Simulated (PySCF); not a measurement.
CH4NO, SMILES NC=[OH+], charge +1. Atoms are numbered in the order given.

```xyz
7

N     -0.1881     1.1185     0.0000
C      0.4329    -0.0274     0.0000
O     -0.1079    -1.2004     0.0000
H     -1.2062     1.2113     0.0000
H      0.3532     1.9845     0.0000
H      1.5273    -0.0400     0.0000
H     -1.0918    -1.2180     0.0000
```
Charge +1, spin multiplicity 1.

Geometry optimised at PBE-D3(BJ)/def2-TZVP. The isomer is the one that the SMILES or the coordinates give; other isomers of the formula were not compared. One conformer was computed; it need not be the lowest.

These are ωB97X/def2-TZVPD (PySCF) values and carry that method's errors.

Symmetry labels are those of the subgroup Cs that the program uses (full group Cs).

Q: List the valence orbital energies around the gap with their symmetry. (Estimate from the structure and the level; the computed values follow.)

A: 
```tsv
orbital	symmetry	energy (eV)
HOMO−7	A'	-36.21
HOMO−6	A'	-28.86
HOMO−5	A'	-26.14
HOMO−4	A'	-25.58
HOMO−3	A'	-22.29
HOMO−2	A"	-22.12
HOMO−1	A'	-20.57
HOMO	A"	-18.46
LUMO	A"	-4.83
LUMO+1	A'	-3.14
LUMO+2	A'	-2.26
LUMO+3	A'	-1.84
```
